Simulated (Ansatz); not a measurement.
Reaction (formal exchange of groups at a B–Br bond): `C=CBBr` + `FC[SiH3]` → `C=CBC[SiH3]` + `FBr`

Computed with Ansatz on PBE0-D4/def2-TZVP structures; ΔE is electronic, products minus reactants. CCSD(T)/CBS is the MP2 limit (def2-TZVPP, def2-QZVPP) plus CCSD(T) − MP2 in def2-TZVPP, frozen cores. Functionals use def2-TZVPP. B3LYP here is the variant with VWN-RPA as its local correlation; programs differ in this. For Br outer-core shells are correlated without core-valence functions, which leaves a few kJ/mol of doubt a bond. Scalar relativity is left out up to krypton. One conformer a species, not always the lowest.

```csv
level,ΔE (kJ/mol),difference from CCSD(T)/CBS
B3LYP-D4,197.6,-9.1
B2PLYP,208.6,1.9
r2SCAN,208.1,1.4
PBE0,208.3,1.6
B3LYP,205.6,-1.1
SCS-MP2/def2-TZVPP,210.7,4.0
CCSD(T)/def2-TZVPP,208.0,1.3
HF/def2-QZVPP,233.0,26.3
MP2/def2-QZVPP,212.7,6.0
CCSD/CBS(def2),210.9,4.2
CCSD(T)/CBS,206.7,0
```

Largest T1 diagnostic among the species: 0.012.

In def2-TZVPP, CCSD(T) changes the Hartree–Fock value by −30.4 kJ/mol (the triples alone add −4.2 kJ/mol) and MP2 by −23.1 kJ/mol. The D4 term adds −8.0 kJ/mol with B3LYP and −4.8 kJ/mol with PBE0; it sums over pairs of atoms, weighted by their polarisabilities, and B3LYP, whose exchange is more repulsive, gets the larger term. From PBE to PBE0 (25 % exact exchange), in def2-TZVPP and without D4, ΔE moves by +11.1 kJ/mol.
